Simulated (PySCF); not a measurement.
C5H15AlBNO2.
SMILES: `OB([C@H]1[N+](C)([AlH2-][CH2]C1)C)O`

The closed-shell ground state was solved at several levels (PySCF, density fitting, gas phase, non-relativistic). The structure is a single PBE0-D3(BJ)/def2-SVP conformer in the gas phase; no vibrational or solvent corrections.

```tsv
level	basis functions	HOMO (eV)	LUMO (eV)	gap (eV)	dipole (D)
CAM-B3LYP/def2-SVPD	330	-8.14	0.30	8.44	4.56
PBE0/pcSseg-1	252	-6.79	0.40	7.19	4.71
```

(1) What might HF/pcSseg-1 (252 basis functions) give for the same quantities?

(2) Over all these levels, which gives the widest orbital gap and which the narrowest?

(3) How far do the dipole and the HOMO energy spread over the levels?

Answers

(1) HOMO -9.77 eV, LUMO 3.46 eV, gap 13.23 eV, dipole 4.68 D.

(2) HF/pcSseg-1 (Hartree–Fock, all exact exchange) has the widest, 13.23 eV, and PBE0/pcSseg-1 (global hybrid, 25 % exact exchange) the narrowest, 7.19 eV. The two share the basis. From the narrowest to the widest the HOMO moves by -2.98 eV and the LUMO by +3.06 eV. The HOMO need not be the same orbital at Hartree–Fock and at DFT levels.

(3) The dipole runs from 4.56 to 4.71 D (mean 4.65 D) and the HOMO from -9.77 to -6.79 eV.
